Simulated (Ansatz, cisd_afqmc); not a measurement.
System: BNH6, charge 0, singlet. BNH6 (azaniumylboranuide, SMILES [BH3-][NH3+]).
B3LYP-D3(BJ)/def2-TZVP minimum from Ansatz (a program for electronic structure):
```xyz
8

B     -0.9205     0.1288    -0.0265
N      0.7210    -0.1009     0.0208
H     -1.3171    -0.6321    -0.8771
H     -1.0639     1.2934    -0.3145
H     -1.3056    -0.1454     1.0853
H      0.9465    -1.0627     0.2580
H      1.1524     0.5023     0.7152
H      1.1430     0.1067    -0.8798
```

Total energies in cc-pVDZ, 14 correlated electrons, 2 frozen orbitals. Open shells are spin-unrestricted; no spin-orbit coupling. Cores are frozen in correlated methods. No relativity. The Monte Carlo rows (phaseless AFQMC, CISD trial, step 0.005/hartree) carry one-sigma bars that omit the constraint's bias. Outlying blocks are dropped, and bars are widened where a walk drifts. Over all cases where full CI ran beside it in this data, AFQMC minus full CI had a median of +0.1 mEh and passed +0.4 mEh in a tenth of the cases.

The bar of a AFQMC/CISD walk is widened from 0.40 to 0.52 mEh, since its error had not levelled off in the blocking analysis.

```json
[
 {"method": "HF", "program": "Ansatz", "energy (Eh)": "-82.62389", "minus CCSDT(Q) (mEh)": "342.91"},
 {"method": "MP2", "program": "Ansatz", "energy (Eh)": "-82.92192", "minus CCSDT(Q) (mEh)": "44.88"},
 {"method": "CCSD", "program": "Ansatz", "energy (Eh)": "-82.95843", "minus CCSDT(Q) (mEh)": "8.36"},
 {"method": "CCSD(T)", "program": "Ansatz", "energy (Eh)": "-82.96574", "minus CCSDT(Q) (mEh)": "1.06"},
 {"method": "CCSDT(Q)", "program": "Ansatz", "energy (Eh)": "-82.96679", "minus CCSDT(Q) (mEh)": "0.00"},
 {"method": "AFQMC/CISD", "program": "cisd_afqmc", "energy (Eh)": "-82.9669 ± 0.0006", "minus CCSDT(Q) (mEh)": "-0.1 ± 0.6"}
]
```

Rough core times of Ansatz's runs on a shared machine: CCSD(T) under 20 s, CCSDT(Q) 40 s.
